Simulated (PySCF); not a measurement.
## SrLi at PBE0

Level: PBE0. basis Sr x2c-TZVPall, Li x2c-TZVPall; spin-free X2C with a Gaussian nucleus; PySCF 2.14.

* state: ²Σ⁺ (doublet), unpaired electrons σ ↑
* bond length: 360.9 pm
* harmonic wavenumber: 178 cm⁻¹
* force constant: 0.121 mdyn/Å
* rotational constant Be: 0.1992 cm⁻¹
* anharmonicity ωexe: 2.25 cm⁻¹
* vibration–rotation constant αe: 0.00289 cm⁻¹
* well depth De to Sr + Li: 0.34 eV
* dissociation energy D0: 0.33 eV
* bond order (Mayer): 0.68
* dipole moment (positive dipole means Sr(−)Li(+)): -0.12 D

The bond is weak. Basis-set superposition, not corrected here, can be much of De in a small basis, most of all at correlated wavefunction levels. Functionals without a dispersion term scatter widely for such bonds, and LDA overbinds them. Spin–orbit coupling is left out. The state was picked by a PBE0 search and need not be the measured ground state.
